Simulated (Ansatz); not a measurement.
Steps of a relaxation of F2H2OSeTi (`[OH][Ti]([F])([F])[SeH]`) with RKS PBE0-D4/def2-TZVP.

```sh
$ ansatz run in.yaml --threads 2 --pin off --events-out ev --progress --plain --max-ram 22528MiB --backend cuda --devices 0, --max-vram 18GiB
```

```yaml
crystal:
  periodic: [false, false, false]
  atoms:
    - {symbol: O, position_ang: [-1.700320, 0.110270, -0.074210]}
    - {symbol: Ti, position_ang: [-0.121010, -0.389180, -0.304120]}
    - {symbol: F, position_ang: [0.361960, -1.931780, 0.259280]}
    - {symbol: F, position_ang: [0.685630, -0.072710, -1.780110]}
    - {symbol: Se, position_ang: [1.021360, 1.081580, 1.177000]}
    - {symbol: H, position_ang: [-2.601910, 0.412880, 0.046720]}
    - {symbol: H, position_ang: [2.354280, 0.788950, 0.675440]}
basis:
  gaussian: {orbitals: def2-TZVP}
hamiltonian: {xc: pbe0, dispersion: d4}
relax: {f_tol: 0.005, max_steps: 150}
```

Positions (Å) and forces (eV/Å) along the path, 18 of 24 steps:

```xyz
7
step=1 energy=-95967.4864 eV
O    -1.700    0.110   -0.074   -3.378    0.822    0.342
Ti   -0.121   -0.389   -0.304    2.632    0.271    0.476
F     0.362   -1.932    0.259    0.080   -1.727    0.371
F     0.686   -0.073   -1.780    0.408    0.161   -1.661
Se    1.021    1.082    1.177   -0.165    0.732    0.700
H    -2.602    0.413    0.047    0.157   -0.065   -0.041
H     2.354    0.789    0.675    0.266   -0.193   -0.187
7
step=2 energy=-95967.7715 eV
O    -1.659    0.124   -0.053   -0.653    0.089    0.031
Ti   -0.011   -0.340   -0.247    0.648   -0.401   -0.355
F     0.280   -2.039    0.138   -0.080    0.372    0.157
F     0.602   -0.201   -1.899   -0.143    0.211    0.392
Se    1.033    1.234    1.299    0.052   -0.241   -0.261
H    -2.572    0.396    0.040    0.115   -0.057   -0.042
H     2.327    0.825    0.723    0.062    0.028    0.078
7
step=4 energy=-95967.8194 eV
O    -1.717    0.100   -0.079   -0.206    0.081    0.066
Ti   -0.041   -0.321   -0.250    0.387   -0.224   -0.114
F     0.301   -1.981    0.220   -0.080    0.146   -0.011
F     0.600   -0.116   -1.873   -0.096    0.038    0.112
Se    1.093    1.202    1.256   -0.001    0.018   -0.026
H    -2.636    0.346   -0.001    0.037   -0.038   -0.037
H     2.399    0.770    0.726   -0.041   -0.022    0.011
7
step=5 energy=-95967.8245 eV
O    -1.707    0.119   -0.043   -0.510    0.107    0.030
Ti   -0.037   -0.312   -0.256    0.249   -0.076   -0.038
F     0.318   -1.966    0.216   -0.040    0.078    0.008
F     0.546   -0.110   -1.898   -0.054    0.017    0.047
Se    1.112    1.246    1.207   -0.158    0.045    0.038
H    -2.651    0.305   -0.032    0.390   -0.093   -0.026
H     2.418    0.717    0.806    0.123   -0.079   -0.059
7
step=6 energy=-95967.8284 eV
O    -1.701    0.127   -0.026    0.293   -0.050    0.011
Ti   -0.023   -0.295   -0.252   -0.245    0.047    0.020
F     0.324   -1.942    0.234    0.041   -0.020    0.000
F     0.494   -0.087   -1.912    0.045   -0.015   -0.036
Se    1.127    1.275    1.183    0.065    0.012    0.035
H    -2.642    0.262   -0.066   -0.182    0.019   -0.024
H     2.421    0.660    0.839   -0.018    0.006   -0.006
7
step=7 energy=-95967.8303 eV
O    -1.711    0.118   -0.026   -0.007    0.006    0.023
Ti   -0.031   -0.288   -0.244    0.001   -0.010    0.018
F     0.344   -1.930    0.245   -0.007    0.018   -0.015
F     0.508   -0.080   -1.898    0.004   -0.010   -0.011
Se    1.134    1.274    1.193    0.026   -0.018   -0.006
H    -2.652    0.267   -0.078   -0.003   -0.007   -0.018
H     2.408    0.639    0.808   -0.014    0.020    0.009
7
step=9 energy=-95967.8309 eV
O    -1.711    0.124   -0.020   -0.048    0.015    0.025
Ti   -0.031   -0.285   -0.239   -0.011   -0.004   -0.030
F     0.336   -1.931    0.240    0.002    0.007    0.003
F     0.498   -0.083   -1.898    0.003   -0.004    0.012
Se    1.143    1.275    1.193    0.027   -0.015    0.001
H    -2.656    0.255   -0.091    0.052   -0.013   -0.012
H     2.422    0.646    0.815   -0.025    0.014    0.002
7
step=10 energy=-95967.8315 eV
O    -1.715    0.131   -0.004   -0.102    0.008    0.009
Ti   -0.035   -0.280   -0.230   -0.003    0.047   -0.047
F     0.329   -1.927    0.242    0.006   -0.036    0.015
F     0.489   -0.081   -1.891   -0.004   -0.003    0.023
Se    1.157    1.271    1.200   -0.001   -0.004    0.002
H    -2.659    0.236   -0.122    0.114   -0.011    0.002
H     2.434    0.650    0.806   -0.011    0.000   -0.005
7
step=11 energy=-95967.8346 eV
O    -1.720    0.096    0.050    0.004   -0.032    0.022
Ti   -0.036   -0.291   -0.212    0.004    0.000   -0.003
F     0.348   -1.940    0.245   -0.001    0.023   -0.002
F     0.455   -0.071   -1.879    0.003    0.000    0.015
Se    1.154    1.266    1.213   -0.008   -0.017   -0.015
H    -2.625    0.280   -0.194   -0.015    0.022   -0.017
H     2.424    0.660    0.777    0.014    0.004    0.001
7
step=13 energy=-95967.8374 eV
O    -1.731    0.063    0.073    0.074   -0.061    0.029
Ti   -0.041   -0.309   -0.203   -0.054    0.005   -0.016
F     0.367   -1.956    0.242   -0.017    0.014    0.008
F     0.437   -0.074   -1.870    0.006    0.010    0.004
Se    1.141    1.251    1.221    0.006    0.008    0.000
H    -2.597    0.336   -0.225   -0.013    0.025   -0.023
H     2.424    0.689    0.762   -0.002   -0.002   -0.001
7
step=14 energy=-95967.6108 eV rejected
O    -1.746   -0.048    0.167   -2.910    1.938   -1.877
Ti   -0.045   -0.347   -0.176    0.155   -0.320    0.072
F     0.414   -1.996    0.249   -0.073    0.270   -0.061
F     0.383   -0.047   -1.848   -0.036    0.011   -0.006
Se    1.114    1.240    1.235    0.105   -0.033   -0.023
H    -2.517    0.478   -0.340    2.845   -1.917    1.858
H     2.396    0.720    0.713   -0.087    0.052    0.038
7
step=15 energy=-95967.8399 eV
O    -1.743    0.023    0.088    0.075   -0.033    0.046
Ti   -0.045   -0.317   -0.195   -0.022   -0.026   -0.027
F     0.380   -1.961    0.245   -0.010    0.007    0.008
F     0.420   -0.065   -1.863    0.002    0.011   -0.001
Se    1.136    1.251    1.222   -0.005    0.009    0.006
H    -2.565    0.376   -0.250   -0.035    0.030   -0.030
H     2.416    0.692    0.752   -0.007    0.001   -0.003
7
step=17 energy=-95967.8408 eV
O    -1.740    0.012    0.098   -0.028   -0.013   -0.005
Ti   -0.044   -0.330   -0.199    0.013    0.036    0.024
F     0.382   -1.971    0.248    0.000   -0.006   -0.005
F     0.421   -0.060   -1.864   -0.006   -0.011   -0.008
Se    1.122    1.249    1.220   -0.011   -0.015   -0.004
H    -2.544    0.399   -0.249    0.024    0.004    0.000
H     2.404    0.700    0.746    0.008    0.005   -0.002
7
step=18 energy=-95967.8416 eV
O    -1.748   -0.009    0.110    0.004   -0.006   -0.007
Ti   -0.047   -0.339   -0.191   -0.025   -0.015   -0.017
F     0.388   -1.979    0.248   -0.001   -0.022    0.003
F     0.410   -0.059   -1.857   -0.001    0.001   -0.011
Se    1.111    1.237    1.230    0.020    0.035    0.030
H    -2.510    0.431   -0.268    0.002    0.004    0.002
H     2.396    0.719    0.728    0.003    0.002   -0.001
7
step=19 energy=-95967.8417 eV
O    -1.748   -0.017    0.112   -0.046    0.036   -0.032
Ti   -0.046   -0.346   -0.188   -0.027    0.001   -0.025
F     0.379   -1.991    0.241    0.010    0.001    0.012
F     0.405   -0.061   -1.855    0.001    0.001    0.009
Se    1.110    1.238    1.234    0.006   -0.008    0.004
H    -2.499    0.442   -0.271    0.060   -0.034    0.032
H     2.399    0.736    0.726   -0.004    0.003    0.000
7
step=22 energy=-95967.8418 eV rejected
O    -1.748   -0.020    0.103    0.013   -0.004    0.015
Ti   -0.047   -0.350   -0.194    0.001   -0.010   -0.007
F     0.381   -1.993    0.244    0.000    0.001    0.000
F     0.413   -0.066   -1.859    0.002    0.002   -0.002
Se    1.103    1.233    1.233    0.001    0.006    0.009
H    -2.499    0.454   -0.254   -0.013    0.007   -0.011
H     2.397    0.742    0.727   -0.004   -0.002   -0.005
7
step=23 energy=-95967.8419 eV
O    -1.748   -0.018    0.108    0.002   -0.005    0.001
Ti   -0.046   -0.348   -0.191   -0.003    0.000    0.008
F     0.383   -1.991    0.246   -0.002    0.002   -0.001
F     0.411   -0.062   -1.856    0.003    0.001   -0.004
Se    1.105    1.233    1.237   -0.001   -0.004   -0.004
H    -2.497    0.449   -0.264   -0.004    0.003   -0.001
H     2.392    0.737    0.719    0.005    0.003    0.001
7
step=24 energy=-95967.8419 eV
O    -1.748   -0.020    0.107    0.001   -0.001    0.004
Ti   -0.047   -0.350   -0.191    0.002   -0.002    0.000
F     0.380   -1.993    0.245   -0.001    0.002   -0.001
F     0.414   -0.063   -1.856    0.001   -0.001   -0.002
Se    1.104    1.231    1.237    0.000    0.000    0.001
H    -2.497    0.452   -0.261   -0.002    0.001   -0.002
H     2.394    0.742    0.719   -0.001    0.000   -0.001
```

Hardware: 2 threads of an AMD EPYC 7R13 on a shared host and a share of an NVIDIA H100 80 GB. Wall time 49 s, peak host memory 0.93 GiB.
